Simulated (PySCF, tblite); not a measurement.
Species: C₆H₁₄NP.
Cartesian coordinates in Å at the GFN2-xTB level; atoms count from 1:
```
atom  x, y, z in Å
C1     3.896   -0.620   -0.608
C2     2.996   -0.138    0.232
P3     1.626    0.951   -0.284
N4     1.390    1.657    1.277
C5     0.280   -0.333   -0.132
C6    -1.103    0.253   -0.399
C7    -2.196   -0.811   -0.329
C8    -3.577   -0.219   -0.580
H9     3.862   -0.388   -1.660
H10    4.696   -1.270   -0.288
H11    3.032   -0.350    1.295
H12    2.121    2.340    1.461
H13    0.505    2.156    1.309
H14    0.332   -0.767    0.870
H15    0.498   -1.115   -0.865
H16   -1.320    1.032    0.336
H17   -1.112    0.719   -1.388
H18   -2.175   -1.283    0.656
H19   -1.992   -1.586   -1.072
H20   -3.815    0.530    0.173
H21   -4.339   -0.994   -0.546
H22   -3.615    0.257   -1.558
```

Jobs on this species (22 atoms, 72 electrons) with PySCF (density fitting) and tblite. Hardware of each: Arm Neoverse V2, one thread, shared host. Times come from a shared host and carry two figures at best.

```tsv
level and settings	work	basis functions	SCF cycles	wall time
GFN2-xTB	Hessian by finite differences	–	–	0.72 s
GFN2-xTB	L-BFGS relaxation	–	–	0.79 s
PBE0/pcSseg-1	shieldings, charges and field gradients	213	?	?
```

Problem. Fill in the missing figures.

Solution. 
- PBE0/pcSseg-1; shieldings, charges and field gradients: 30 s, 14 SCF cycles

Problem. What do all jobs in the table cost together?

Solution. About 32 s; the longest takes about 95 % of that, and about 42 times as long as the shortest.
